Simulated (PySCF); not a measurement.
Choosing a molecule for a target property.

All species are isolated and taken at one optimised geometry, non-relativistic unless stated. Electronic properties by PySCF.

The conformers computed, where there is a choice (atom-mapped SMILES and torsion angles):
- `[CH:1]#[C:2][C@@H:3]([CH3:4])[S:5][SiH2:6][Cl:7]`: C2–C3–S5–Si6 62°, C3–S5–Si6–Cl7 42°
- `[CH2:1]=[C:2]([O:3][CH3:4])[SiH2:5][O:6][C:7]([CH3:8])=[S:9]`: C1–C2–O3–C4 -3°, C1–C2–Si5–O6 148°, C2–Si5–O6–C7 -55°, Si5–O6–C7–C8 171°
- `[O:1]=[S:2](=[O:3])([OH:4])[C:5]([F:6])([F:7])[F:8]`: O1–S2–C5–F6 -56°, H–O4–S2–O1 11°
- `[CH2:1]=[CH:2][C:3](=[CH2:4])[N:5]([SiH3:6])[SiH3:7]`: C1–C2–C3–C4 -161°, C2–C3–N5–Si6 58°

Problem. Wanted: smallest rotational constant below 1 GHz (GFN2-xTB) and HOMO–LUMO gap above 5.4 eV (PBE0/pcSseg-1), at GFN2-xTB geometries. Which candidate meets both?
A. `[SiH2](C(=C)OC)OC(C)=S`
B. `O=S(=O)(O)C(F)(F)F`
C. `C#C[C@@H](C)S[SiH2]Cl`
D. `C=CC(=C)N([SiH3])[SiH3]`

Solution. C. Computed values:
```csv
species,smallest rotational constant,HOMO–LUMO gap
[SiH2](C(=C)OC)OC(C)=S,0.749 GHz,5.08 eV
C#C[C@@H](C)S[SiH2]Cl,0.869 GHz,6.77 eV
C=CC(=C)N([SiH3])[SiH3],1.125 GHz,5.63 eV
O=S(=O)(O)C(F)(F)F,1.547 GHz,10.10 eV
```
